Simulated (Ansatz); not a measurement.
Spin states of the cluster SiTe4, each relaxed with r2SCAN-D4/def2-SVP in Ansatz. Electronic energies in the gas phase.

In the def2 sets Te takes a core potential; there is no spin–orbit coupling. Correlated methods freeze 21 core orbitals; core or outer-core shells of Te are correlated, in sets that lack core-valence functions. The rows differ in basis, and correlated rows in double-zeta sets carry the largest basis error. In CCSD on the charge 0 triplet the largest single amplitude is 0.40, so its Hartree–Fock determinant may place the open shell otherwise than the density functionals do. The structure comes from a short search, and lower isomers may exist.

Singlet geometry (C2 within 0.1 Å):

```xyz
5

Si    2.024   -0.156   -0.765
Te   -2.002    0.960   -0.364
Te    1.384   -0.121    1.634
Te   -0.033    0.018   -2.144
Te   -1.372   -0.701    1.639
```

Triplet geometry (C2 within 0.1 Å):

```xyz
5

Si    1.321    1.114   -1.386
Te   -2.372   -0.721    0.186
Te    1.998    0.226    0.831
Te   -1.061    0.564   -1.813
Te    0.113   -1.183    2.182
```

Quintet geometry:

```xyz
5

Si   -0.5808   -1.1115   -0.5128
Te   -1.7981    1.0856    0.3164
Te    1.4630   -1.2167    0.9280
Te    0.6510   -0.5911   -2.5621
Te    0.2649    1.8337    1.8304
```

⟨S²⟩: triplet 2.03 at PBE0-D4/def2-TZVP (pure 2.00), quintet 6.02 at PBE0-D4/def2-TZVP (pure 6.00).

Only these spin states were relaxed. The quintet has other bonds than the singlet, so the gap mixes isomer and spin.

```
              level  triplet − singlet (kJ/mol)  quintet − singlet (kJ/mol)  lowest of these
r2SCAN-D4/def2-TZVP                        94.7                       130.7          singlet
       MP2/def2-SVP                       149.9                       189.8          singlet
      MP2/def2-TZVP                       168.1                       218.9          singlet
   CCSD(T)/def2-SVP                       110.2                       156.6          singlet
```

(1) Estimate the rows for HF/def2-SVP, PBE-D4/def2-TZVP, PBE0-D4/def2-TZVP, CCSD/def2-SVP.

## Answers

(1) 
```
            level  triplet − singlet (kJ/mol)  quintet − singlet (kJ/mol)  lowest of these
      HF/def2-SVP                        95.0                        69.3          singlet
 PBE-D4/def2-TZVP                        97.8                       146.3          singlet
PBE0-D4/def2-TZVP                       112.5                       149.8          singlet
    CCSD/def2-SVP                       116.9                       152.2          singlet
```
